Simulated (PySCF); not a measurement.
2-ethyl-1-butanol, C6H14O.
Numbering: `[CH3:1][CH2:2][CH:3]([CH2:4][CH3:5])[CH2:6][OH:7]` (hydrogens: H8, H9, H10 on C1; H11, H12 on C2; H13 on C3; H14, H15 on C4; H16, H17, H18 on C5; H19, H20 on C6; H21 on O7)

Geometry (GFN2-xTB, Å), atoms numbered from 1 in this order:
```
atom  x, y, z in Å
C1     2.3095   -1.0320    0.2125
C2     1.5181    0.0267   -0.5473
C3     0.1348    0.3114    0.0561
C4    -0.8280   -0.8523   -0.2101
C5    -2.1481   -0.7422    0.5444
C6    -0.4013    1.6368   -0.5102
O7    -1.4949    2.1757    0.1933
H8     1.8144   -1.9988    0.1808
H9     2.4319   -0.7429    1.2543
H10    3.2969   -1.1455   -0.2291
H11    1.3958   -0.2845   -1.5869
H12    2.1001    0.9519   -0.5489
H13    0.2502    0.4314    1.1417
H14   -1.0277   -0.9022   -1.2829
H15   -0.3415   -1.7859    0.0788
H16   -2.6818    0.1590    0.2576
H17   -2.7759   -1.6027    0.3232
H18   -1.9729   -0.7162    1.6185
H19   -0.7562    1.4924   -1.5333
H20    0.4167    2.3741   -0.5340
H21   -1.2489    2.2626    1.1210
```

Jobs on this species (21 atoms, 58 electrons) with PySCF (density fitting). Hardware of each: one thread, AMD EPYC 9R45 (x86_64) (shared host). Times come from a shared host and carry two figures at best. Peak memory is the resident size of the whole Python process, interpreter and libraries included.

```
                                                                      level and settings                                                                                           work  basis functions  SCF cycles  wall time  peak memory
                                                                           PBE0/pcSseg-1                                                        shieldings, charges and field gradients              189           ?          ?            ?
                                                                          B97-D/def2-SVP                        spin–spin couplings from 20 perturbed nuclei, spin–dipole term left out              168          13       16 s     0.60 GiB
                                                                          PBE0/def2-SVPD                              6 singlets by full TDDFT, 2 Tamm–Dancoff triplets, polarisability              255          12       22 s      1.0 GiB
                                                            PBE0/def2-SVPD, grid level 1  6 singlets by TDA, 5 Tamm–Dancoff triplets, polarisability, density and orbital grids written              255          10       20 s     0.99 GiB
                                                             OLYP/pcSseg-1, grid level 1                                                                                     shieldings              189          11       16 s     0.87 GiB
                                                           PBE0/MINI, IEF-PCM chloroform                        spin–spin couplings from 20 perturbed nuclei, spin–dipole term left out               49          11      3.5 s     0.61 GiB
                                                                              PBE0/3-21G                                                  shieldings, density and orbital grids written               91          12      7.0 s     0.76 GiB
PBE0/pcSseg-1, IEF-PCM chloroform, damping 0.2 at the start, DIIS from the seventh cycle                                                                                     shieldings              189          13       16 s      1.2 GiB
```

Fill in the missing figures.

- PBE0/pcSseg-1; shieldings, charges and field gradients: 14 s, 0.81 GiB, 12 SCF cycles

What do all jobs in the table cost together?

About 1.9 min; the longest takes about 19 % of that, and about 6.3 times as long as the shortest.
